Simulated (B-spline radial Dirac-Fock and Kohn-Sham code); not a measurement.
## Kohn-Sham estimates against Dirac-Fock for the levels of Zr¹²⁺

System: zirconium as Zr¹²⁺, [Ar] 3d10.

The density-functional columns are spherical, spin-unpolarised Dirac-Kohn-Sham results without Breit or QED terms: −ε is minus the orbital energy of the initial state and ΔSCF the difference of two total energies. The reference in the last column comes from multi-electron Dirac-Fock with separately optimised hole states, Breit and Lamb-shift corrections added in first order. All numbers are from a radial atomic solver, in eV; a selection of levels is shown. The Kohn-Sham columns are given as differences from the reference. For the 1s level of heavy atoms much of the gap between ΔSCF and the reference is the Breit and QED part, -46.3 eV here; for other levels the error of the functional can be larger.

```csv
level,LDA −ε − DF,LDA ΔSCF − DF,Dirac-Fock
K (1s),-225.0,+41.8,18261.7
L1 (2s),-90.3,-37.6,2794.1
L2 (2p1/2),-67.7,-4.6,2565.8
L3 (2p3/2),-68.9,-7.9,2481.1
M1 (3s),-44.7,-21.8,678.2
M2 (3p1/2),-35.9,-12.9,592.5
M3 (3p3/2),-35.8,-13.1,578.3
M4 (3d3/2),-21.9,+1.7,428.2
M5 (3d5/2),-22.0,+1.4,425.7
```

For the outermost level NIST gives 426 ± 3 eV (theoretical); the differences from it are LDA −ε -22.32, LDA ΔSCF +1.14, Dirac-Fock -0.28 eV.

Values without a named source are computed, but for edge energies of neutral atoms, which are taken from tables.
